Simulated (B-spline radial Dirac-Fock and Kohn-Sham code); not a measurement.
**Electron momentum distribution of Cr¹⁴⁺: Compton profiles**

System: Cr¹⁴⁺ in the configuration [He] 2s2 2p6.

Method: the impulse approximation on Dirac-Fock densities. Computed with a radial finite-basis atomic code. pz is in atomic units of momentum; subshell profiles are per electron, for a selection of subshells; open shells are spread over both j values by their weights.

```csv
pz,J total,J 2s1/2,J 2p1/2,J 2p3/2
0,0.7612,0.135,0.0694,0.0700
0.3,0.7594,0.134,0.0694,0.0700
0.4,0.7580,0.134,0.0694,0.0700
0.5,0.7562,0.133,0.0694,0.0700
0.6,0.7540,0.132,0.0694,0.0700
0.8,0.7485,0.129,0.0693,0.0700
1,0.7414,0.126,0.0693,0.0699
1.2,0.7329,0.122,0.0692,0.0698
1.4,0.7229,0.117,0.0691,0.0697
1.6,0.7115,0.112,0.0689,0.0695
1.8,0.6989,0.107,0.0686,0.0692
2,0.6851,0.102,0.0682,0.0688
2.5,0.6459,0.0867,0.0668,0.0673
3,0.6016,0.0717,0.0646,0.0651
4,0.5048,0.0449,0.0580,0.0583
5,0.4086,0.0254,0.0491,0.0492
7,0.2525,0.00714,0.0306,0.0304
10,0.1225,0.00294,0.0124,0.0121
15,0.04530,0.00247,0.00250,0.00240
20,0.02022,0.00136,0.000575,0.000540
30,0.005083,0.000325,5.02e-05,4.52e-05
40,0.001552,8.92e-05,7.46e-06,6.41e-06
60,0.0002285,1.16e-05,< 1e-6,< 1e-6
100,1.643e-05,< 1e-6,< 1e-6,< 1e-6
```

J(0) = 0.7612. The 2p3/2 subshell gives the largest part, 37 %.

Mean momentum ⟨p⟩ by subshell (a.u.): 1s1/2 20.3, 2s1/2 6.76, 2p1/2 9.06, 2p3/2 8.97.
